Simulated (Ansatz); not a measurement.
Total energies of Ga₁₂Sb₁₂H₃₂, a nanocrystal cut from zinc blende GaSb (hydrogen-capped) from Ansatz at PBE-D4/def2-SVP, gas phase (1 Eh = 27.2114 eV = 2625.5 kJ/mol). The reference geometry is relaxed at PBE-D4/def2-SVP.

```xyz
56

Ga    0.654    5.116    1.027
Ga    2.067   -0.519    5.238
Ga   -1.836   -2.961    3.304
Ga   -2.992    3.439   -1.238
Ga   -4.284   -1.054   -0.091
Ga   -1.004    1.090    1.775
Ga    3.059    1.488   -0.138
Ga    1.312   -2.326    0.773
Ga   -0.643   -0.034   -2.222
Ga    1.056    3.870   -3.397
Ga   -1.398   -4.326   -1.542
Ga    2.879   -3.060   -3.788
Sb    0.447    1.292    4.030
Sb   -1.593    3.553    1.019
Sb    2.024    3.829   -0.891
Sb   -2.873   -0.744    2.148
Sb    2.702   -2.006    3.049
Sb   -0.714   -3.969    1.054
Sb   -4.803    1.473   -0.850
Sb   -1.232    2.435   -2.958
Sb   -2.507   -1.883   -1.894
Sb    0.724    0.129    0.028
Sb    3.068   -3.172   -1.076
Sb    1.168   -0.962   -3.980
H     0.168    6.536    0.535
H     1.305    4.835    2.444
H     3.381    0.227    5.686
H     1.128   -1.435    6.108
H    -2.998   -3.881    3.834
H    -0.602   -2.455    4.165
H    -3.746    4.756   -1.676
H    -5.595   -1.923    0.035
H     3.588    1.494    1.359
H     3.836    0.746   -1.307
H     0.563    5.316   -3.800
H     1.921    2.927   -4.331
H    -2.499   -5.441   -1.704
H    -0.015   -4.284   -2.321
H     2.056   -4.335   -4.203
H     4.283   -2.591   -4.329
H    -0.613    1.896    5.240
H     1.316    2.752    3.798
H    -2.738    4.063    2.202
H     3.391    4.864   -1.058
H    -3.996   -0.027    3.239
H     3.107   -3.588    3.587
H     4.283   -1.580    2.533
H     0.124   -5.397    1.532
H    -6.029    2.068    0.200
H    -5.804    1.378   -2.247
H    -2.138    2.207   -4.406
H    -3.398   -1.889   -3.368
H     4.565   -2.477   -0.600
H     3.473   -4.786   -0.644
H     2.053    0.445   -4.399
H     0.350   -1.123   -5.483
```

```json
{"state": "charge 0 singlet", "geometry": "reference", "energy (Eh)": "-25994.53835"}
{"state": "charge 1 doublet", "geometry": "reference", "energy (Eh)": "-25994.27799"}
{"state": "charge -1 doublet", "geometry": "reference", "energy (Eh)": "-25994.59475"}
{"state": "free Ga atom (doublet)", "geometry": "–", "energy (Eh)": "-1924.26790"}
{"state": "free Sb atom (quartet)", "geometry": "–", "energy (Eh)": "-240.20171"}
{"state": "free H atom (doublet)", "geometry": "–", "energy (Eh)": "-0.49863"}
```

In the def2 sets Sb takes a core potential; there is no spin–orbit coupling. Single mean-field runs in def2-SVP are fitted with def2-universal-jkfit.

Question: Work out the vertical ionisation energy to the doublet.

Answer: E(charge 1 doublet) − E(charge 0 singlet) = -25994.27799 − (-25994.53835) = 0.26036 Eh = 7.08 eV. For comparison, −ε of the highest occupied level is 5.69 eV at this level, 1.39 eV less.

Question: Work out the vertical electron affinity, to the doublet.

Answer: E(charge 0 singlet) − E(charge -1 doublet) = -25994.53835 − (-25994.59475) = 0.05640 Eh = 1.53 eV. The basis lacks diffuse functions, which makes affinities too small.

Question: Give the fundamental gap IE − EA, the Mulliken electronegativity (IE + EA)/2 and the hardness (IE − EA)/2.

Answer: From the values in Eh: IE − EA = 0.26036 − 0.05640 = 0.20396 Eh = 5.55 eV; (IE + EA)/2 = 4.31 eV; (IE − EA)/2 = 2.78 eV. The HOMO–LUMO gap of the same run is 3.00 eV, 2.55 eV smaller than the fundamental gap.

Question: What is the binding energy per atom against free atoms?

Answer: Atoms: 12 × (-1924.26790) + 12 × (-240.20171) + 32 × (-0.49863) = -25989.59148 Eh. Binding: -25989.59148 − (-25994.53835) = 4.94687 Eh = 134.61 eV, or 2.40 eV for each of 56 atoms (no zero-point energy, no counterpoise term).
